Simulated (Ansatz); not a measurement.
Coupled-cluster diagnostics for Ca₃Se₃, Ansatz.

Geometry of the singlet (PBE0-D4/def2-SVP):

```xyz
6

Ca   -0.5688    1.3680   -0.8083
Ca   -0.4405   -1.5070   -2.7627
Ca    0.6206    0.0537    2.1686
Se   -0.8679   -1.4724    0.2292
Se   -0.1345    2.4810    1.6042
Se    1.3911   -0.9232   -0.4311
```

Correlated methods freeze 42 core orbitals; core or outer-core shells of Ca, Se are correlated, in sets that lack core-valence functions. Another isomer (singlet) lies 2.46 eV lower at PBE0-D4/def2-TZVP; other spin states weren't run for this one.

Q: Estimate the CCSD(T) correlation energy, the shares of MP2 and (T), T1 and the reference's ⟨S²⟩ for: charge 0, singlet, own geometry in def2-SVP; and the rough time on 2 threads of AMD EPYC 7R13 on a shared host and a share (18 GiB) of an NVIDIA H100 80GB HBM3.

A: 
```csv
state,basis,correlation (eV),MP2 share (%),(T) share (%),T1,⟨S²⟩ (pure),wall time,remarks
"charge 0, singlet, own geometry",def2-SVP,-30.981,95.2,2.8,0.012,0.00 (0.00),14 s,restricted SCF unstable
```
Customary marks for T1 are 0.02 (closed shells), 0.045 (open shells) and about 0.05 (3d metals). T1 stays under 0.02 throughout.
